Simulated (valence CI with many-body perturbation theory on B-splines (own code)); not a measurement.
## Yb63+: E2, E3, M1, M2 decay

Level of theory: relativistic CI+MBPT: five valence electrons over a frozen Dirac-Fock core [He], a basis of 9 s, 9 p, 8 d, 6 f, 3 g, 1 h functions for each j, with the one-electron correlation potential Σ1, the two-electron term Σ2, the three-electron term Σ3, Breit, model QED; selected CI, second order for the rest (own B-spline code, finite nucleus).

No measured spectrum was set against this ion. As an estimate, large intervals hold to a few tenths of a per cent, small ones and those within an open d or f shell to about a per cent. Among the levels kept, up to 1100 cm⁻¹ of a level comes from second order outside the variational space, and about a tenth of that is noise between levels of different J, which matters for small intervals.

Lines 1 to 50 of 53 in falling wavelength, among levels below 9851.5 eV, chosen from the decays that carry over 1 % of a level's rate. Wavelengths and rates use the calculated energies. Electric multipoles are in the length gauge, E1 and E2 with the static RPA response of the core. Weak lines are less certain than strong ones. Lines between different terms over intervals too small for the method are left out, as are lines whose strength nearly cancels. The highest levels of a list are the least certain.

Levels are named by their leading jj configuration (3d3/2^4 stands for four electrons in 3d with j = 3/2), which in mixed levels can hold well under half, so a name can repeat and another be missing. Letters in brackets count levels of one name in rising energy.

| λ vac (nm) | Upper | Lower | Type | A (s⁻¹) | Branch % |
| --- | --- | --- | --- | --- | --- |
| 1.158 | (2s^2 2p1/2 2p3/2^2) J=3/2 | (2s^2 2p1/2^2 2p3/2) J=3/2 | M1 | 1.16e+10 | 99.9 |
| 1.155 | (2s^2 2p3/2^3) J=3/2 | (2s^2 2p1/2 2p3/2^2) J=1/2 | M1 | 2.87e+09 | 7.0 |
| 1.133 | (2s^2 2p1/2 2p3/2^2) J=5/2 | (2s^2 2p1/2^2 2p3/2) J=3/2 | M1 | 1.93e+09 | 97.2 |
| 1.133 | (2s^2 2p1/2 2p3/2^2) J=5/2 | (2s^2 2p1/2^2 2p3/2) J=3/2 | E2 | 5.56e+07 | 2.8 |
| 1.106 | (2s^2 2p3/2^3) J=3/2 | (2s^2 2p1/2 2p3/2^2) J=5/2 | M1 | 3.24e+09 | 7.9 |
| 1.086 | (2s^2 2p1/2 2p3/2^2) J=1/2 | (2s^2 2p1/2^2 2p3/2) J=3/2 | M1 | 6.55e+09 | 99.2 |
| 1.084 | (2s^2 2p3/2^3) J=3/2 | (2s^2 2p1/2 2p3/2^2) J=3/2 | M1 | 1.30e+10 | 31.6 |
| 0.1567 | (2s^2 2p1/2 2p3/2 3p1/2) J=3/2 [a] | (2s^2 2p1/2 2p3/2^2) J=1/2 | E2 | 1.97e+11 | 12.6 |
| 0.1565 | (2s^2 2p1/2 2p3/2 3p1/2) J=5/2 | (2s^2 2p1/2 2p3/2^2) J=1/2 | E2 | 3.73e+11 | 18.1 |
| 0.1559 | (2s^2 2p1/2 2p3/2 3p1/2) J=1/2 | (2s^2 2p1/2 2p3/2^2) J=5/2 | E2 | 4.07e+11 | 29.5 |
| 0.1558 | (2s^2 2p1/2 2p3/2 3p1/2) J=3/2 [a] | (2s^2 2p1/2 2p3/2^2) J=5/2 | M1 | 1.72e+10 | 1.1 |
| 0.1557 | (2s^2 2p1/2 2p3/2 3p1/2) J=3/2 [b] | (2s^2 2p1/2 2p3/2^2) J=1/2 | E2 | 1.72e+11 | 4.7 |
| 0.1557 | (2s^2 2p1/2^2 3p1/2) J=1/2 | (2s^2 2p1/2^2 2p3/2) J=3/2 | E2 | 1.95e+12 | 92.1 |
| 0.1557 | (2s^2 2p1/2^2 3p1/2) J=1/2 | (2s^2 2p1/2^2 2p3/2) J=3/2 | M1 | 2.91e+10 | 1.4 |
| 0.1555 | (2s^2 2p1/2 2p3/2 3p1/2) J=5/2 | (2s^2 2p1/2 2p3/2^2) J=5/2 | E2 | 1.11e+12 | 53.7 |
| 0.1554 | (2s^2 2p1/2 2p3/2 3p1/2) J=1/2 | (2s^2 2p1/2 2p3/2^2) J=3/2 | E2 | 6.09e+11 | 44.1 |
| 0.1554 | (2s^2 2p1/2 2p3/2 3p1/2) J=1/2 | (2s^2 2p1/2 2p3/2^2) J=3/2 | M1 | 2.51e+10 | 1.8 |
| 0.1553 | (2s^2 2p1/2 2p3/2 3p1/2) J=3/2 [a] | (2s^2 2p1/2 2p3/2^2) J=3/2 | E2 | 1.20e+12 | 76.1 |
| 0.1551 | (2s^2 2p1/2 2p3/2 3p1/2) J=5/2 | (2s^2 2p1/2 2p3/2^2) J=3/2 | E2 | 2.76e+11 | 13.4 |
| 0.1548 | (2s^2 2p1/2 2p3/2 3p1/2) J=3/2 [b] | (2s^2 2p1/2 2p3/2^2) J=5/2 | E2 | 1.09e+12 | 29.8 |
| 0.1543 | (2s^2 2p1/2 2p3/2 3p1/2) J=3/2 [b] | (2s^2 2p1/2 2p3/2^2) J=3/2 | E2 | 7.40e+10 | 2.0 |
| 0.1505 | (2s^2 2p1/2 2p3/2 3p3/2) J=3/2 [a] | (2s^2 2p1/2 2p3/2^2) J=1/2 | E2 | 4.97e+10 | 1.5 |
| 0.1501 | (2s 2p1/2^2 2p3/2 3p3/2) J=7/2 | (2s 2p1/2^2 2p3/2^2) J=5/2 | E2 | 6.44e+11 | 8.2 |
| 0.1500 | (2s^2 2p1/2 2p3/2 3p3/2) J=3/2 [b] | (2s^2 2p1/2 2p3/2^2) J=1/2 | E2 | 3.39e+11 | 6.3 |
| 0.1499 | (2s^2 2p1/2 2p3/2 3p3/2) J=5/2 [b] | (2s^2 2p1/2 2p3/2^2) J=1/2 | E2 | 3.88e+11 | 13.7 |
| 0.1499 | (2s 2p1/2^2 2p3/2 3p3/2) J=1/2 [b] | (2s 2p1/2^2 2p3/2^2) J=3/2 | E2 | 1.15e+12 | 5.8 |
| 0.1498 | (2s^2 2p1/2 2p3/2 3p3/2) J=5/2 [a] | (2s^2 2p1/2 2p3/2^2) J=5/2 | E2 | 1.53e+11 | 4.0 |
| 0.1496 | (2s^2 2p1/2 2p3/2 3p3/2) J=3/2 [a] | (2s^2 2p1/2 2p3/2^2) J=5/2 | E2 | 4.52e+11 | 13.6 |
| 0.1495 | (2s^2 2p1/2 2p3/2 3p3/2) J=7/2 | (2s^2 2p1/2 2p3/2^2) J=5/2 | E2 | 6.81e+11 | 25.9 |
| 0.1495 | (2s^2 2p1/2^2 3p3/2) J=3/2 | (2s^2 2p1/2^2 2p3/2) J=3/2 | E2 | 9.71e+11 | 45.4 |
| 0.1494 | (2s^2 2p1/2 2p3/2 3p3/2) J=5/2 [a] | (2s^2 2p1/2 2p3/2^2) J=3/2 | E2 | 5.82e+11 | 15.3 |
| 0.1493 | (2s^2 2p1/2 2p3/2 3p3/2) J=1/2 [a] | (2s^2 2p1/2 2p3/2^2) J=3/2 | E2 | 6.84e+11 | 4.7 |
| 0.1492 | (2s^2 2p1/2 2p3/2 3p3/2) J=3/2 [a] | (2s^2 2p1/2 2p3/2^2) J=3/2 | E2 | 2.14e+11 | 6.5 |
| 0.1491 | (2s^2 2p1/2 2p3/2 3p3/2) J=3/2 [b] | (2s^2 2p1/2 2p3/2^2) J=5/2 | E2 | 7.71e+10 | 1.4 |
| 0.1491 | (2s^2 2p1/2 2p3/2 3p3/2) J=7/2 | (2s^2 2p1/2 2p3/2^2) J=3/2 | E2 | 7.77e+10 | 2.9 |
| 0.1486 | (2s^2 2p1/2 2p3/2 3p3/2) J=1/2 [b] | (2s^2 2p1/2 2p3/2^2) J=5/2 | E2 | 1.36e+12 | 20.2 |
| 0.1482 | (2s^2 2p1/2 2p3/2 3p3/2) J=1/2 [b] | (2s^2 2p1/2 2p3/2^2) J=3/2 | E2 | 5.79e+11 | 8.6 |
| 0.1481 | (2s 2p1/2^2 2p3/2 3p3/2) J=1/2 [b] | (2s 2p1/2^2 2p3/2^2) J=5/2 | E2 | 3.55e+11 | 1.8 |
| 0.1470 | (2s 2p1/2^2 2p3/2 3d5/2) J=9/2 | (2s 2p1/2^2 2p3/2^2) J=5/2 | M2 | 4.65e+10 | 38.1 |
| 0.1470 | (2s 2p1/2^2 2p3/2 3d5/2) J=9/2 | (2s 2p1/2^2 2p3/2^2) J=5/2 | E3 | 2.82e+09 | 2.3 |
| 0.1464 | (2s^2 2p1/2 2p3/2 3d5/2) J=9/2 | (2s^2 2p1/2 2p3/2^2) J=5/2 | M2 | 4.61e+10 | 40.8 |
| 0.1464 | (2s^2 2p1/2 2p3/2 3d5/2) J=9/2 | (2s^2 2p1/2 2p3/2^2) J=5/2 | E3 | 2.94e+09 | 2.6 |
| 0.1420 | (2s 2p1/2^2 2p3/2 3d5/2) J=9/2 | (2s^2 2p1/2 2p3/2^2) J=5/2 | E2 | 1.80e+09 | 1.5 |
| 0.1323 | (2s^2 2p1/2 2p3/2 3p3/2) J=5/2 [a] | (2s^2 2p1/2^2 2p3/2) J=3/2 | E2 | 2.44e+11 | 6.4 |
| 0.1322 | (2s^2 2p1/2 2p3/2 3p3/2) J=1/2 [a] | (2s^2 2p1/2^2 2p3/2) J=3/2 | E2 | 4.94e+11 | 3.4 |
| 0.1322 | (2s^2 2p1/2 2p3/2 3p3/2) J=3/2 [a] | (2s^2 2p1/2^2 2p3/2) J=3/2 | E2 | 8.94e+11 | 27.0 |
| 0.1321 | (2s^2 2p1/2 2p3/2 3p3/2) J=7/2 | (2s^2 2p1/2^2 2p3/2) J=3/2 | E2 | 9.52e+11 | 36.1 |
| 0.1317 | (2s^2 2p1/2 2p3/2 3p3/2) J=5/2 [b] | (2s^2 2p1/2^2 2p3/2) J=3/2 | E2 | 7.08e+11 | 24.9 |
| 0.1314 | (2s^2 2p1/2 2p3/2 3p3/2) J=1/2 [b] | (2s^2 2p1/2^2 2p3/2) J=3/2 | E2 | 4.13e+11 | 6.1 |
| 0.1296 | (2s^2 2p1/2 2p3/2 3d5/2) J=9/2 | (2s^2 2p1/2^2 2p3/2) J=3/2 | E3 | 6.46e+09 | 5.7 |
